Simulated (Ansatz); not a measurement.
Ansatz (a first-principles code) input (HF/3-21G): The .json file is the Basis Set Exchange's 3-21G.

Ansatz 0.2 input:
```yaml
crystal:
  periodic: [false, false, false]
  atoms:
    - {symbol: C, position_ang: [-0.00515490, -0.00623370, -0.75848042]}
    - {symbol: O, position_ang: [0.02301066, 0.01021104, 0.57603421]}
    - {symbol: H, position_ang: [0.88860770, 0.26066645, 0.92620460]}
    - {symbol: H, position_ang: [-1.04176357, -0.30495256, -0.98359581]}
basis:
  gaussian:
    orbitals: 3-21G.json
hamiltonian:
  xc: {name: HF}
phonons: {temperatures: {t_min: 298.15, t_max: 298.15, t_step: 100}}
```

Output:

```
Functional definition: HF
integrals: 0.00 GiB planned
276 factors; integrals over basis functions are off by at most 6.7e-4 eV
mean field: 0.04 GiB planned
mean field evaluation 1: about -3078.1931 eV, gradient 1.7e1 eV
mean field evaluation 2: about -3078.1936 eV, gradient 1.7e1 eV
mean field evaluation 4: about -3078.8504 eV, gradient 2.4e0 eV
mean field evaluation 8: about -3078.8673 eV, gradient 6.4e-3 eV
mean field -3078.86725372 eV, -113.1462846431 hartree, gradient 1.2e-5 eV, S^2 0.000000; 0 other end points of the search recorded, 0 dependent functions left out
the calculation of the forces begins
reference -3078.86725372 eV, -113.1462846431 hartree; 8, 8 occupied and 14, 14 virtual orbitals, 276 factors
these checks for a lower state are left out or cut short: stability, starts, cluster_reference, orbital_swaps, neighbouring_geometries, increment
integrals: 0.00 GiB planned
276 factors; integrals over basis functions are off by at most 6.7e-4 eV
mean field: 0.04 GiB planned
mean field evaluation 16: about -3078.8671 eV, gradient 2.1e-5 eV
mean field -3078.86712691 eV, -113.1462799828 hartree, gradient 2.4e-6 eV, S^2 0.000000; 0 other end points of the search recorded, 0 dependent functions left out
the calculation of the forces begins
reference -3078.86712691 eV, -113.1462799828 hartree; 8, 8 occupied and 14, 14 virtual orbitals, 276 factors
these checks for a lower state are left out or cut short: stability, starts, cluster_reference, orbital_swaps, neighbouring_geometries, increment
integrals: 0.00 GiB planned
276 factors; integrals over basis functions are off by at most 6.7e-4 eV
mean field: 0.04 GiB planned
mean field -3078.86712756 eV, -113.1462800068 hartree, gradient 2.4e-6 eV, S^2 0.000000; 0 other end points of the search recorded, 0 dependent functions left out
the calculation of the forces begins
reference -3078.86712756 eV, -113.1462800068 hartree; 8, 8 occupied and 14, 14 virtual orbitals, 276 factors
these checks for a lower state are left out or cut short: stability, starts, cluster_reference, orbital_swaps, neighbouring_geometries, increment
integrals: 0.00 GiB planned
276 factors; integrals over basis functions are off by at most 6.7e-4 eV
mean field: 0.04 GiB planned
mean field evaluation 32: about -3078.8672 eV, gradient 2.0e-5 eV
mean field -3078.86717707 eV, -113.1462818263 hartree, gradient 2.3e-6 eV, S^2 0.000000; 0 other end points of the search recorded, 0 dependent functions left out
the calculation of the forces begins
reference -3078.86717707 eV, -113.1462818263 hartree; 8, 8 occupied and 14, 14 virtual orbitals, 276 factors
these checks for a lower state are left out or cut short: stability, starts, cluster_reference, orbital_swaps, neighbouring_geometries, increment
integrals: 0.00 GiB planned
276 factors; integrals over basis functions are off by at most 6.7e-4 eV
mean field: 0.04 GiB planned
mean field -3078.86717621 eV, -113.1462817948 hartree, gradient 2.2e-6 eV, S^2 0.000000; 0 other end points of the search recorded, 0 dependent functions left out
the calculation of the forces begins
reference -3078.86717621 eV, -113.1462817948 hartree; 8, 8 occupied and 14, 14 virtual orbitals, 276 factors
these checks for a lower state are left out or cut short: stability, starts, cluster_reference, orbital_swaps, neighbouring_geometries, increment
integrals: 0.00 GiB planned
276 factors; integrals over basis functions are off by at most 6.7e-4 eV
mean field: 0.04 GiB planned
mean field -3078.86707701 eV, -113.1462781491 hartree, gradient 2.4e-6 eV, S^2 0.000000; 0 other end points of the search recorded, 0 dependent functions left out
the calculation of the forces begins
reference -3078.86707701 eV, -113.1462781491 hartree; 8, 8 occupied and 14, 14 virtual orbitals, 276 factors
these checks for a lower state are left out or cut short: stability, starts, cluster_reference, orbital_swaps, neighbouring_geometries, increment
integrals: 0.00 GiB planned
276 factors; integrals over basis functions are off by at most 6.7e-4 eV
mean field: 0.04 GiB planned
mean field -3078.86707805 eV, -113.1462781873 hartree, gradient 2.4e-6 eV, S^2 0.000000; 0 other end points of the search recorded, 0 dependent functions left out
the calculation of the forces begins
reference -3078.86707805 eV, -113.1462781873 hartree; 8, 8 occupied and 14, 14 virtual orbitals, 276 factors
these checks for a lower state are left out or cut short: stability, starts, cluster_reference, orbital_swaps, neighbouring_geometries, increment
integrals: 0.00 GiB planned
276 factors; integrals over basis functions are off by at most 6.7e-4 eV
mean field: 0.04 GiB planned
mean field evaluation 64: about -3078.8672 eV, gradient 2.2e-6 eV
mean field -3078.86716406 eV, -113.1462813479 hartree, gradient 2.2e-6 eV, S^2 0.000000; 0 other end points of the search recorded, 0 dependent functions left out
the calculation of the forces begins
reference -3078.86716406 eV, -113.1462813479 hartree; 8, 8 occupied and 14, 14 virtual orbitals, 276 factors
these checks for a lower state are left out or cut short: stability, starts, cluster_reference, orbital_swaps, neighbouring_geometries, increment
integrals: 0.00 GiB planned
276 factors; integrals over basis functions are off by at most 6.7e-4 eV
mean field: 0.04 GiB planned
mean field -3078.86716499 eV, -113.1462813823 hartree, gradient 2.3e-6 eV, S^2 0.000000; 0 other end points of the search recorded, 0 dependent functions left out
the calculation of the forces begins
reference -3078.86716499 eV, -113.1462813823 hartree; 8, 8 occupied and 14, 14 virtual orbitals, 276 factors
these checks for a lower state are left out or cut short: stability, starts, cluster_reference, orbital_swaps, neighbouring_geometries, increment
integrals: 0.00 GiB planned
276 factors; integrals over basis functions are off by at most 6.7e-4 eV
mean field: 0.04 GiB planned
mean field -3078.86711314 eV, -113.1462794767 hartree, gradient 2.4e-6 eV, S^2 0.000000; 0 other end points of the search recorded, 0 dependent functions left out
the calculation of the forces begins
reference -3078.86711314 eV, -113.1462794767 hartree; 8, 8 occupied and 14, 14 virtual orbitals, 276 factors
these checks for a lower state are left out or cut short: stability, starts, cluster_reference, orbital_swaps, neighbouring_geometries, increment
integrals: 0.00 GiB planned
276 factors; integrals over basis functions are off by at most 6.7e-4 eV
mean field: 0.04 GiB planned
mean field -3078.86711175 eV, -113.1462794257 hartree, gradient 2.4e-6 eV, S^2 0.000000; 0 other end points of the search recorded, 0 dependent functions left out
the calculation of the forces begins
reference -3078.86711175 eV, -113.1462794257 hartree; 8, 8 occupied and 14, 14 virtual orbitals, 276 factors
these checks for a lower state are left out or cut short: stability, starts, cluster_reference, orbital_swaps, neighbouring_geometries, increment
integrals: 0.00 GiB planned
276 factors; integrals over basis functions are off by at most 6.7e-4 eV
mean field: 0.04 GiB planned
mean field -3078.86722959 eV, -113.1462837564 hartree, gradient 2.4e-6 eV, S^2 0.000000; 0 other end points of the search recorded, 0 dependent functions left out
the calculation of the forces begins
reference -3078.86722959 eV, -113.1462837564 hartree; 8, 8 occupied and 14, 14 virtual orbitals, 276 factors
these checks for a lower state are left out or cut short: stability, starts, cluster_reference, orbital_swaps, neighbouring_geometries, increment
integrals: 0.00 GiB planned
276 factors; integrals over basis functions are off by at most 6.7e-4 eV
mean field: 0.04 GiB planned
mean field evaluation 96: about -3078.8669 eV, gradient 1.8e-5 eV
mean field -3078.86722957 eV, -113.1462837554 hartree, gradient 2.4e-6 eV, S^2 0.000000; 0 other end points of the search recorded, 0 dependent functions left out
the calculation of the forces begins
reference -3078.86722957 eV, -113.1462837554 hartree; 8, 8 occupied and 14, 14 virtual orbitals, 276 factors
these checks for a lower state are left out or cut short: stability, starts, cluster_reference, orbital_swaps, neighbouring_geometries, increment
integrals: 0.00 GiB planned
276 factors; integrals over basis functions are off by at most 6.7e-4 eV
mean field: 0.04 GiB planned
mean field -3078.86716066 eV, -113.1462812231 hartree, gradient 2.4e-6 eV, S^2 0.000000; 0 other end points of the search recorded, 0 dependent functions left out
the calculation of the forces begins
reference -3078.86716066 eV, -113.1462812231 hartree; 8, 8 occupied and 14, 14 virtual orbitals, 276 factors
these checks for a lower state are left out or cut short: stability, starts, cluster_reference, orbital_swaps, neighbouring_geometries, increment
integrals: 0.00 GiB planned
276 factors; integrals over basis functions are off by at most 6.7e-4 eV
mean field: 0.04 GiB planned
mean field -3078.86716033 eV, -113.1462812110 hartree, gradient 2.4e-6 eV, S^2 0.000000; 0 other end points of the search recorded, 0 dependent functions left out
the calculation of the forces begins
reference -3078.86716033 eV, -113.1462812110 hartree; 8, 8 occupied and 14, 14 virtual orbitals, 276 factors
these checks for a lower state are left out or cut short: stability, starts, cluster_reference, orbital_swaps, neighbouring_geometries, increment
integrals: 0.00 GiB planned
276 factors; integrals over basis functions are off by at most 6.7e-4 eV
mean field: 0.04 GiB planned
mean field -3078.86723779 eV, -113.1462840577 hartree, gradient 9.5e-7 eV, S^2 0.000000; 0 other end points of the search recorded, 0 dependent functions left out
the calculation of the forces begins
reference -3078.86723779 eV, -113.1462840577 hartree; 8, 8 occupied and 14, 14 virtual orbitals, 276 factors
these checks for a lower state are left out or cut short: stability, starts, cluster_reference, orbital_swaps, neighbouring_geometries, increment
integrals: 0.00 GiB planned
276 factors; integrals over basis functions are off by at most 6.7e-4 eV
mean field: 0.04 GiB planned
mean field evaluation 128: about -3078.8672 eV, gradient 2.2e-6 eV
mean field -3078.86723777 eV, -113.1462840569 hartree, gradient 2.2e-6 eV, S^2 0.000000; 0 other end points of the search recorded, 0 dependent functions left out
the calculation of the forces begins
reference -3078.86723777 eV, -113.1462840569 hartree; 8, 8 occupied and 14, 14 virtual orbitals, 276 factors
Total energy: -3078.86725372 eV, -113.1462846431 hartree
Atom 0 at    -0.005155    -0.006234    -0.758480 Å, force    -0.000318    -0.000092    -0.000138 eV/Å
Atom 1 at     0.023011     0.010211     0.576034 Å, force     0.000072     0.000022     0.000126 eV/Å
Atom 2 at     0.888608     0.260666     0.926205 Å, force     0.000000     0.000000     0.000028 eV/Å
Atom 3 at    -1.041764    -0.304953    -0.983596 Å, force     0.000246     0.000070    -0.000015 eV/Å
Dipole moment:     0.078614     0.023994     0.230840 e Å
Vibrations: 1096.99 1285.50 1333.98 1600.50 3013.54 3853.40 cm⁻¹, zero-point energy 0.755306 eV
```

The blocks after the first are displaced geometries, from whose forces the wavenumbers follow.
